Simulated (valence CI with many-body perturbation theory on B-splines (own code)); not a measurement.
## Assign the levels of Xe5+

Calculated by configuration interaction combined with many-body perturbation theory (CI+MBPT): three valence electrons over a frozen Dirac-Fock core [Kr] 4d10, radial functions for each j: 11 s, 11 p, 9 d, 7 f, 5 g, 2 h, 1 i, with the one-electron correlation potential Σ1 (screened to all orders), the two-electron term Σ2, the three-electron term Σ3, Breit, model QED; selected single and double excitations, second order for the rest, scaled by the run's own slope (own B-spline code, finite nucleus).

Against 16 measured levels this calculation errs by 304 cm⁻¹ on average and by 782 at most. These come from a selection out of Saloman, J. Phys. Chem. Ref. Data 33, 765 (2004). Levels without a partner in it may be off by more, other configurations by several thousand cm⁻¹.

| No. | J | Parity | E (cm⁻¹) | g |
| --- | --- | --- | --- | --- |
| 1 | 1/2 | odd | 0.0 | 0.666 |
| 2 | 3/2 | odd | 15607 | 1.334 |
| 3 | 1/2 | even | 92326 | 2.626 |
| 4 | 3/2 | even | 100110 | 1.724 |
| 5 | 5/2 | even | 106960 | 1.552 |
| 6 | 3/2 | even | 124790 | 0.828 |
| 7 | 5/2 | even | 129120 | 1.248 |
| 10 | 3/2 | even | 159580 | 1.310 |
| 11 | 3/2 | even | 180770 | 0.805 |
| 12 | 5/2 | even | 182860 | 1.201 |
| 13 | 5/2 | odd | 185090 | 0.856 |
| 14 | 7/2 | odd | 185420 | 1.143 |
| 15 | 1/2 | even | 224260 | 2.002 |
| 18 | 5/2 | odd | 240930 | 1.199 |

Energies count from the lowest level. Strongly mixed levels and levels close to another of their J and parity are left out, so the numbers can have gaps.

Question: Give configuration and LS term of each level.

Answer: 1: 5s2 5p 2P°; 2: 5s2 5p 2P°; 3: 5s 5p2 4P; 4: 5s 5p2 4P; 5: 5s 5p2 4P; 6: 5s 5p2 2D; 7: 5s 5p2 2D; 10: 5s 5p2 2P; 11: 5s2 5d 2D; 12: 5s2 5d 2D; 13: 4f 5s2 2F°; 14: 4f 5s2 2F°; 15: 5s2 6s 2S; 18: 5p3 2D°.
